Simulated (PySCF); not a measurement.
C2H7Al, singlet, geometry from GFN2-xTB (such geometries of metal compounds can be far from the true shape).

Here is a job for PySCF.
```python
from pyscf import gto, scf, ci

mol = gto.M(
    atom='''
Al    0.352983   -0.096791   -0.294381
C    -0.546751   -1.672244    0.522869
H    -0.141016   -2.606774    0.115300
H    -1.628190   -1.696342    0.343778
H    -0.421767   -1.728064    1.610663
C    -0.045405    1.834618   -0.029023
H     0.680490    2.458845   -0.565210
H    -0.009277    2.145350    1.021836
H    -1.036603    2.127962   -0.394411
H     1.520515   -0.416939   -1.268079
''',
    basis='sto-3g',
    charge=0,
    spin=0,
    verbose=4,
)

mf = scf.RHF(mol)
mf.kernel()

myci = ci.CISD(mf)
myci.kernel()
print('E(CISD) = %.10f' % myci.e_tot)
```

**Question.** Predict the SCF-reference HOMO energy from CISD/STO-3G (PySCF).

**Answer.** -8.83 eV

**Question.** What is the computed SCF-reference Mulliken (on the basis functions themselves) charges in atom order (CISD/STO-3G)?

**Answer.** Al1 0.96, C2 -0.41, H3 0.03, H4 0.02, H5 0.02, C6 -0.41, H7 0.03, H8 0.02, H9 0.02, H10 -0.29

**Question.** Estimate the SCF-reference dipole moment that CISD/STO-3G returns for this input.

**Answer.** 0.16 D
